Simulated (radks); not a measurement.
Values are calculated unless marked as measured or tabulated.
Task: Coherent X-ray form factor from a spherical all-electron density. Level of theory: Dirac Kohn-Sham, PBE, spin-unpolarised, spherical densities, point nucleus (a radial shooting solver on a logarithmic mesh with Libxc functionals).

sin(theta)/lambda (1/angstrom),f0 (electrons)
0.05,77.318
0.1,75.375
0.15,72.445
0.2,68.887
0.25,65.047
0.3,61.200
0.4,54.125
0.5,48.217
0.6,43.363
0.8,35.724
1,29.693
1.25,23.813
1.5,19.678
2,15.140

The species is in the configuration that NIST lists as its ground one. Which atom or ion scatters so?

Result: The thallium ion Tl3+, [Xe] 4f14 5d10. Extrapolating in s^2 from the first two rows gives f0(0) = 78.0, near the electron count 78; among species with that count, the fall with angle is slower the higher Z, and the table is that of Z = 81; from so few rows the species is fixed only to a neighbour or two.
